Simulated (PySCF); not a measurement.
**Excitation energy of Kr by level of theory**

Kr [Kr] (1S) → Kr [Ar] 3d10 4s2 4p5 5s1 (3P), as a difference of total energies. All numbers are calculated (PySCF 2.14, scalar relativity through the core potential, in aug-cc-pVQZ-PP with ECP10MDF (7s6p5d3f2g, 89 functions)). Correlated levels: valence: 3s2 3p6 3d10 frozen. The calculations carry no spin-orbit coupling.

| method | excitation energy (eV) |
| --- | --- |
| UHF | 9.560 |
| PBE | 9.935 |
| PBE0 | 10.078 |
| r2SCAN | 10.275 |
| TPSSh | 10.230 |
| CAM-B3LYP | 10.135 |
| B97-3 | 10.278 |
| MP2 (valence) | 10.260 |
| SCS-MP2 (valence) | 10.287 |

Q: Estimate what LDA gives.

A: 10.091 eV, closest to PBE0 among the rows shown.

Q: Estimate what revPBE gives.

A: 9.938 eV, closest to PBE among the rows shown.

The promoted electron is Rydberg-like, and one or two diffuse shells describe it only roughly, which tends to raise the upper state.
